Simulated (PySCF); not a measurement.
**Mo²⁺ (molybdenum, charge +2) across methods**

[Kr] 4d3 5s1, high-spin 5F determinant (an excited configuration). Calculation: PySCF 2.14, in aug-cc-pVTZ-PP with one added diffuse shell each of s, p, d, f, g type with ECP28MDF (7s7p6d4f3g, 113 functions); a scalar-relativistic core potential.

```tsv
method	E (hartree)	mean ε 4p β (eV)	mean ε 4d α (eV)	mean ε 5s α (eV)	Σ⟨r²⟩ (bohr²)	⟨S²⟩
PBE0	-66.8700	-61.377	-26.666	-20.684	31.72	6.001
r2SCAN	-66.9137	-59.839	-25.465	-20.188	31.63	6.002
M06-L	-66.8764	-59.653	-24.970	-19.660	31.52	6.001
revPBE	-66.9223	-59.039	-24.918	-19.897	31.72	6.001
LDA	-66.6914	-58.980	-24.834	-20.285	31.83	6.000
PBE	-66.8797	-59.016	-24.924	-19.983	31.74	6.001
UHF	-66.41830	-67.117	-31.203	-22.317	32.04	6.005
TPSS	-66.8636	-59.228	-24.996	-19.800	31.75	6.001
```

Energies and moments cover only the electrons outside the core potential.
